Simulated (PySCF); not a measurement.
C2H9NOSi.

```xyz
14

C      2.1396    -0.9327     0.2384
C      1.1525     0.1502     0.6832
Si    -0.3876     0.2730    -0.3838
N     -1.2236    -1.2306    -0.3122
O     -1.3690     1.5193     0.1655
H      3.0150    -0.9952     0.9052
H      1.6566    -1.9225     0.2190
H      2.5154    -0.7396    -0.7801
H      1.6474     1.1396     0.7082
H      0.8198    -0.0294     1.7238
H     -0.0320     0.5068    -1.8198
H     -1.4758    -1.6094     0.5967
H     -1.9605    -1.4248    -0.9837
H     -0.9939     2.4073     0.1363
```
Charge 0, spin multiplicity 1.

The structure is a stationary point at r2SCAN-D4/def2-SVP. The structure was generated by enumeration; whether it is a known compound was not checked. Other conformers were not sampled.

Calculation: PBE/pcSseg-1 run with PySCF. Non-relativistic, no solvent.

### Question
Give the absolute GIAO shielding of each atom: isotropic value and principal components (ppm). (An estimate is asked for; the answer gives what the named calculation found.)

### Answer

```
atom  σ(iso)    σ11    σ22    σ33  span
----  ------  -----  -----  -----  ----
C1     170.5  161.5  168.1  181.8  20.3
C2     166.9  158.9  163.0  178.8  20.0
Si3    344.3  306.9  344.4  381.6  74.7
N4     234.0  213.7  227.2  261.0  47.3
O5     265.6  243.3  263.3  290.1  46.8
H6      30.1   25.3   27.6   37.3  12.0
H7      30.2   25.2   29.8   35.4  10.2
H8      30.3   26.3   28.4   36.3  10.1
H9      30.8   26.2   29.9   36.3  10.1
H10     30.6   27.1   29.4   35.4   8.3
H11     26.2   23.2   24.3   31.1   7.9
H12     30.7   24.7   26.9   40.5  15.8
H13     30.3   23.9   25.6   41.4  17.4
H14     30.5   22.8   25.8   42.8  20.0
```
